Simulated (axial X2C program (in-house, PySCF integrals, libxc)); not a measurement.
## OPrS⁻: the levels of the configuration f(δφ)2 f(π)0

Calculated with an axial X2C code built on PySCF integrals: two-component X2C with atomic mean-field Coulomb and Gaunt terms, basis O dyall-v3z, Pr dyall-v3z, S dyall-v3z (cores contracted in-house). Orbitals come from Hartree–Fock averaged over the configuration Pr f(δφ)2 f(π)0; CI then distributes these electrons over the f(δφ), f(π) shells of Pr.

O–Pr–S held linear, bonds 2.018 and 2.150 Å (the second held) (near the minimum of the configuration average).

Active spinors (ω > 0):

```json
{"shell": "f(δφ)", "ω": "3/2", "ε (eV)": "10.63", "character": "99% Pr f"}
{"shell": "f(δφ)", "ω": "5/2", "ε (eV)": "10.86", "character": "100% Pr f"}
{"shell": "f(δφ)", "ω": "5/2", "ε (eV)": "11.40", "character": "100% Pr f"}
{"shell": "f(δφ)", "ω": "7/2", "ε (eV)": "11.41", "character": "100% Pr f"}
{"shell": "f(π)", "ω": "1/2", "ε (eV)": "9.04", "character": "68% Pr f, 16% Pr d, 8% Pr p"}
{"shell": "f(π)", "ω": "3/2", "ε (eV)": "9.05", "character": "67% Pr f, 18% Pr d, 8% Pr p"}
```

Lowest levels of this model:

```tsv
Ω	energy (cm⁻¹)	g∥	configuration
4	0	6.76	100% f(δφ)2
5	340	10.36	100% f(δφ)2
6	1786	14.00	100% f(δφ)2
0	2727	0.00	100% f(δφ)2
1	4566	2.81	100% f(δφ)2
1	8714	2.04	100% f(δφ)2
0	9175	0.00	100% f(δφ)2
2	9544	5.36	100% f(δφ)2
0	10357	0.00	100% f(δφ)2
0	13906	0.00	100% f(δφ)2
1	15415	2.21	100% f(δφ)2
4	15985	8.52	100% f(δφ)2
5	20564	10.28	100% f(δφ)2
0	21461	0.00	100% f(δφ)2
6	21967	12.00	100% f(δφ)2
1	23243	3.67	100% f(δφ)2
```

g∥ is the magnitude of 2⟨Lz + ge Sz⟩ for the +Ω component.

(1) From Ω and g∥ of the lowest level, whose 2⟨Lz + ge Sz⟩ is positive, find ⟨Sz⟩ and ⟨Lz⟩ (ge = 2.0023).

Occupations of the active spinors in the lowest level by ω, shell by shell in order of energy: -7/2: 0.00; -5/2: 0.00 0.00; -3/2: 0.00 0.00; -1/2: 0.00; 1/2: 0.00; 3/2: 1.00 0.00; 5/2: 0.36 0.64; 7/2: 0.00. The leading determinant has weight 0.65 among 5.

This point took 3.3 s on 1 thread of Arm Neoverse V1, on a shared host.

Dynamic correlation is missing, so gaps between terms are too wide and other configurations may lie lower; the lowest level listed is that of this model, not necessarily the ground state. At most 6 roots were kept for each Ω > 0 (twice that for Ω = 0) within 3.5 eV of the lowest, so higher up levels can be missing between those listed; levels with Ω > 0 are doubly degenerate and listed once, Ω = 0 levels singly. States that fill the shells left empty in the average are placed too high. For an anion, levels above electron detachment are held by the basis set. The molecule was held linear; bending was not examined.

Answers

(1) Ω = ⟨Lz⟩ + ⟨Sz⟩ = 4 and ⟨Lz⟩ + ge⟨Sz⟩ = 3.380, so ⟨Sz⟩ = -0.62 and ⟨Lz⟩ = 4.62.
